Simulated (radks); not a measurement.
Q: All-electron atom: Er II in [Xe] 4f12 6p1 (not the ground configuration). Calculated with a radial shooting solver on a logarithmic mesh with Libxc functionals: Dirac Kohn-Sham, PBE, spin-unpolarised, spherical densities, point nucleus; open shells fill j = l - 1/2 first.

Spin-orbit splittings of the eigenvalues, e(l+1/2) - e(l-1/2), with zeta = 2 splitting/(2l+1) and mean radii in bohr:

| shell | occ. | splitting (eV) | zeta (eV) | <r> j=l-1/2 | <r> j=l+1/2 |
|---|---|---|---|---|---|
| 2p | 6 | 916.9 | 611.3 | 0.07147 | 0.07875 |
| 3p | 6 | 192.6 | 128.4 | 0.2146 | 0.2283 |
| 3d | 10 | 42.09 | 16.83 | 0.2012 | 0.2055 |
| 4p | 6 | 43.32 | 28.88 | 0.5172 | 0.5487 |
| 4d | 10 | ? | ? | 0.5775 | 0.5887 |
| 4f | 12 | 1.083 | 0.3094 | 0.8147 | 0.8355 |
| 5p | 6 | 5.370 | 3.580 | 1.415 | 1.525 |
| 6p | 1 | 0.4287 | 0.2858 | 4.502 | 4.761 |

Estimate the 4d splitting.

A: 7.868 eV (zeta = 3.147 eV).
